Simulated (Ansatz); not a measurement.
# A relaxation, step by step

GeH$_{4}$BrCl, closed shell, PBE0-D4/def2-TZVP (Ansatz 0.2.0). Settings:

```yaml
hamiltonian: {xc: pbe0, dispersion: d4}
relax: {f_tol: 0.005, max_steps: 200}
```

Start, a step off a saddle point along its unstable mode:

```csv
atom,x (Å),y (Å),z (Å)
Ge1,-0.7755,0.1633,-0.2028
Cl2,0.1586,-1.5018,0.8841
H3,-0.3583,0.7433,-1.5914
H4,-0.7916,1.2894,0.8585
H5,-2.0644,-0.6097,-0.3529
H6,1.5573,-0.5950,0.5044
Br7,2.2738,0.5106,-0.0999
```

```
step  energy less the last (meV)  largest force component (eV/Å)
   1                       824.4                           1.419
   2                       387.4                           0.651
   3                       152.4                           0.734
   4                        38.9                           0.208
   5                        12.2                           0.284
   6                         4.7                           0.094
   7                         2.4                           0.173
   8                         0.4                           0.011
   9                         0.3                           0.003
  10                         0.1                           0.012
  11                         0.1                           0.013
  12                         0.0                           0.011
  13                         0.0                           0.006
  14                         0.0                           0.006
  15                         0.0                           0.003
```

Step 5, positions (Å) and forces (eV/Å):

```
atom       x       y       z      Fx      Fy      Fz
 Ge1  -1.078   0.077  -0.149  -0.111   0.284  -0.159
 Cl2   0.037  -1.563   0.725  -0.074  -0.043   0.016
  H3  -0.417   0.414  -1.489   0.041  -0.065   0.060
  H4  -1.014   1.260   0.824   0.054  -0.100   0.023
  H5  -2.524  -0.389  -0.356   0.043  -0.110   0.066
  H6   2.035  -0.426   0.394   0.194   0.220  -0.066
 Br7   2.961   0.627   0.050  -0.147  -0.185   0.060
```

Step 7, positions (Å) and forces (eV/Å):

```csv
atom,x,y,z,Fx,Fy,Fz
Ge1,-1.097,0.081,-0.164,-0.125,0.161,-0.087
Cl2,-0.040,-1.586,0.706,0.113,-0.173,0.078
H3,-0.420,0.380,-1.503,-0.001,-0.002,0.005
H4,-0.970,1.236,0.830,0.001,0.016,-0.003
H5,-2.549,-0.377,-0.336,0.021,0.000,0.003
H6,2.094,-0.397,0.411,-0.026,-0.026,0.010
Br7,2.981,0.664,0.055,0.018,0.022,-0.006
```

Step 11, positions (Å) and forces (eV/Å):

```csv
atom,x,y,z,Fx,Fy,Fz
Ge1,-1.086,0.080,-0.180,0.011,0.004,0.010
Cl2,-0.015,-1.618,0.652,-0.013,0.006,-0.006
H3,-0.468,0.347,-1.554,-0.007,-0.001,0.005
H4,-0.877,1.240,0.795,-0.005,-0.010,-0.012
H5,-2.552,-0.352,-0.270,0.010,-0.001,0.002
H6,2.058,-0.389,0.436,0.005,0.005,-0.001
Br7,2.940,0.693,0.121,-0.001,-0.004,0.002
```

Last step (15):

Ge1  (-1.087, 0.077, -0.188)
Cl2  (-0.014, -1.626, 0.626)
H3  (-0.503, 0.333, -1.578)
H4  (-0.846, 1.241, 0.775)
H5  (-2.558, -0.344, -0.240)
H6  (2.063, -0.385, 0.449)
Br7  (2.945, 0.703, 0.154)
(Å)

Hardware: 4 CPU threads of an Arm Neoverse V1, shared host. Wall time about 42 s.
